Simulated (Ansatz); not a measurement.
Reactions of C$_{2}$H$_{9}$NSSi (`C[SiH](N)CS`).

Computed with Ansatz on PBE0-D4/def2-TZVP structures; ΔE is electronic, products minus reactants. CCSD(T)/CBS adds triple-zeta CCSD(T) − MP2 to the extrapolated MP2 energy (def2 sets, frozen cores). This one scheme is used for every species. For Ge, Zn outer-core shells are correlated without core-valence functions, which leaves a few kJ/mol of doubt a bond. Scalar relativity is left out up to krypton. One conformer a species, not always the lowest.

(1) Order these by ΔE at CCSD(T)/CBS, lowest first. (An estimate is asked.)
A. `C[SiH](N)CS` + H₂O → `C[SiH](N)O` + CH₃SH
B. `C[SiH](N)CS` + `FBN[SiH3]` → `C[SiH](N)BF` + `[SiH3]NCS`
C. `C[SiH](N)CS` + `N[SiH3]` → `C[SiH](N)[SiH2]N` + CH₃SH
D. `C[SiH](N)CS` + `C[SiH](F)CN` → `C[SiH](N)CN` + `C[SiH](F)CS`
E. `C[SiH](N)CS` + `C[CH2][Zn][F]` → `C[SiH](F)CS` + `C[CH2][Zn][NH2]`
F. `C[SiH](N)CS` + `O[SiH3]` → `C[SiH](N)O[SiH3]` + CH₃SH
G. `C[SiH](N)CS` + `[NH2][GeH3]` → `SC[NH][GeH3]` + `C[SiH2]N`

Largest T1 diagnostic: 0.015, for `C[CH2][Zn][F]`.

Results:

(1) F (-126.9 kJ/mol), A (-102.2 kJ/mol), E (-17.6 kJ/mol), D (+1.4 kJ/mol), C (+17.0 kJ/mol), G (+71.1 kJ/mol), B (+248.7 kJ/mol).
